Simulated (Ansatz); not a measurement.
Compare A (`F[SiH]([SiH3])[CH2][AlH2]`) with its isomer B (`F[CH]([AlH2])[SiH2][SiH3]`).

Gas-phase electronic energies from Ansatz, PBE0-D4/def2-TZVP geometries. CCSD(T)/CBS is the MP2 limit (def2-TZVPP, def2-QZVPP) plus CCSD(T) − MP2 in def2-TZVPP, frozen cores. Functionals use def2-TZVPP. B3LYP here is the variant with VWN-RPA as its local correlation; programs differ in this. Each species was taken in one conformer, which may not be the lowest.

Which is lower in electronic energy at CCSD(T)/CBS, and by how much? (Best estimate.)

Computed: A, by 66.3 kcal/mol.

Give E(B) − E(A) in kcal/mol with B2PLYP, r2SCAN-D4, B3LYP, HF/def2-TZVPP, CCSD(T)/def2-TZVPP, PBE0-D4, ωB97M-V. (Estimate.)

The calculation gave: B2PLYP 64.3, r2SCAN-D4 65.7, B3LYP 61.7, HF/def2-TZVPP 62.8, CCSD(T)/def2-TZVPP 65.4, PBE0-D4 64.3, ωB97M-V 65.1. None reverses the order clearly.

Largest T1 diagnostic: 0.013.

In def2-TZVPP, CCSD(T) changes the Hartree–Fock value by +2.6 kcal/mol (the triples alone add +0.1 kcal/mol) and MP2 by +5.9 kcal/mol. From PBE to PBE0 (25 % exact exchange), in def2-TZVPP and without D4, E(B) − E(A) moves by +2.3 kcal/mol.
